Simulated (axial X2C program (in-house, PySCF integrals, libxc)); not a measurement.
## GeCl⁺: from the spin-free to the two-component result

Calculated with an axial X2C code built on PySCF integrals. Spin-free means the one-electron spin-free X2C Hamiltonian; two-component (2c) means X2C with spin–orbit coupling and atomic mean-field two-electron Coulomb and Gaunt terms, so the difference of the two also holds small scalar two-electron terms. Basis: Ge dyall-cv3z [9s9p7d4f1g], Cl dyall-av3z [9s8p3d2f] (cores contracted in-house); Gaussian nuclei, density fitting, unrestricted open shells. Masses: Ge 73.921 u, Cl 34.969 u.

Spin-free state: M_S = 0, Λ = 0 (closed shell); fragments Ge+ + Cl.

```json
{"level": "PBE0", "Re (Å)": "2.060", "ωe (cm⁻¹)": "503.5", "De (eV)": "4.647", "μ (D)": "-2.02"}
{"level": "HF", "Re (Å)": "2.054", "ωe (cm⁻¹)": "519.1", "De (eV)": "3.080", "μ (D)": "-2.42"}
{"level": "MP2", "Re (Å)": "2.065", "ωe (cm⁻¹)": "508.5", "De (eV)": "4.631", "μ (D)": "n/a"}
{"level": "CCSD", "Re (Å)": "2.065", "ωe (cm⁻¹)": "506.5", "De (eV)": "4.304", "μ (D)": "n/a"}
{"level": "CCSD(T)", "Re (Å)": "2.072", "ωe (cm⁻¹)": "498.2", "De (eV)": "4.473", "μ (D)": "n/a"}
{"level": "B3LYP", "Re (Å)": "2.078", "ωe (cm⁻¹)": "486.6", "De (eV)": "4.521", "μ (D)": "-2.10"}
```

Correlated methods: 10 electrons correlated (number of frozen shells: Ge 3 s, 2 p, 1 d; Cl 2 s, 1 p), 234 virtual spin orbitals or spinors in MP2, 88 natural virtuals in coupled cluster.

Dipoles are positive if Cl is the positive end and refer to the centre of mass.

Two-component determinant lowest at the distance of the search:

Ω = 0 (closed shell); fragments Ge+ + Cl.

```tsv
level	Re (Å)	ωe (cm⁻¹)	De (eV)	μ (D)
PBE0	2.061	503.2	n/a	-2.02
HF	2.055	518.8	n/a	-2.42
MP2	2.066	508.2	4.473	n/a
CCSD	2.066	506.2	4.143	n/a
CCSD(T)	2.073	497.9	4.314	n/a
B3LYP	2.078	486.2	n/a	-2.10
```

(1) From the two tables, how do the constants change at the CCSD(T) level (2c against spin-free)?

One determinant describes the state; a PBE0 search over occupations chose it and may have missed a lower one. The closed shell is kept restricted, so the energy runs too high when the bond is stretched far. De is counted from the lowest determinant-based energies of the atoms at the same level, without counterpoise correction. De is not given where an atomic determinant may have missed its ground term or J level, or where the truncated virtual space spoils (T). CCSD and (T) use frozen natural virtuals with an MP2 correction for the truncation; (T) itself is uncorrected, so its De runs slightly low. Without a current term, density functionals place determinants with orbital angular momentum somewhat too high. With the outer-core shells frozen, correlated bond lengths of heavy atoms tend to come out a few hundredths of an ångström too long.

## Answers

(1) At the CCSD(T) level Re is unchanged within 0.001 Å and ωe drops by 0.3 cm⁻¹; De changes by -0.159 eV.
